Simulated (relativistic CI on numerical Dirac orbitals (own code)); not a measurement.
Calculated at this level of theory: Dirac-Coulomb-Breit CI, separate exchange-only KLI orbitals for each configuration, model QED (radiative potential, 1s self-energy scaled to tabulated hydrogen-like ionisation energies), unscaled Slater integrals (own radial code, finite nucleus).

Configuration list (outside the closed core [Ne]): 3s²3p², 3s²3p3d, 3s3p³, 3s²3d², 3p⁴, 3s3p²3d, 3p²3d², 3s3p3d², 3p³3d, 3s²3d4s, 3s²3d4p, 3s3p3d4s, 3p³4s, 3s²3p4s, 3s3p3d4p, 3p³4p, 3s²3p4p, 3p²3d4s, 3s²3p4d, 3s²3p4f, 3p²3d4p, 3s3p²4s, 3s3p²4p, 3s3p²4d, 3s3p²4f, 3s²4s², 3s²3p5s, 3s²3p5p, 3s²4s4p, 3s²3p5d, 3s²3p5f, 3s²3p5g, 3s²4p², 3s3p4s², 3s3p4s4p, 3s3p²5s. Levels of other configurations are missing.

At this charge energies of transitions that change n are usually good to better than 1 %, and those within a shell (Δn = 0) to a few per cent.

Outline of the computed level scheme of Au LXVI. Lowest level of each configuration: 3s²3p² ³P0 at 0.00 eV; 3s3p³ ³P°2 at 668.05 eV; 3s²3p3d ³F°2 at 719.10 eV; 3s3p²3d ³D1 at 912.68 eV; 3p⁴ ³P2 at 1384.04 eV.

Some strong electric-dipole decays among the lowest 45 levels: 3s²3p3d ³D°1 → 3s²3p² ³P0 (8.2e+12 s⁻¹); 3s3p²3d ³D1 → 3s3p³ ³D°1 (7.5e+12 s⁻¹); 3s²3p3d ³P°1 → 3s²3p² ³P1 (6.4e+12 s⁻¹); 3s²3p3d ³D°2 → 3s²3p² ¹D2 (6.3e+12 s⁻¹); 3s²3p3d ³P°0 → 3s²3p² ³P1 (5.8e+12 s⁻¹); 3s3p²3d ³D2 → 3s3p³ ³P°2 (5.5e+12 s⁻¹); 3s3p²3d ³P0 → 3s3p³ ³D°1 (4.7e+12 s⁻¹); 3s3p²3d ³D1 → 3s²3p3d ³F°2 (4.6e+12 s⁻¹).

LS names give the leading component of a level, which can be under half, so a name can repeat, a term be missing and a line seem to break the LS rules.
